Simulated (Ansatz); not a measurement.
A structure relaxed at PBE0-D4/def2-TZVP, charge 0, multiplicity 1:

```xyz
7

F     0.4718   -2.0338   -1.2317
Ge    0.7371   -0.8464    0.0084
O     0.4116    0.8328   -0.7502
Si   -0.8312    0.7481    0.3337
H     2.2231   -0.9778    0.3610
H    -2.2041    0.5872   -0.2001
H    -0.8083    1.6899    1.4791
```

**Question.** Give its formula and SMILES.

**Answer.** FGeH3OSi, `[F][GeH]1[O][SiH2]1`.

**Question.** Summarise the bond lengths by kind.

**Answer.** 1 × F–Ge 1.737 Å; 1 × Ge–O 1.871 Å; 1 × Ge–Si 2.260 Å; 1 × Ge–H 1.533 Å; 1 × O–Si 1.651 Å; 2 × H–Si 1.482 to 1.483 Å.

All numbers were calculated with Ansatz.
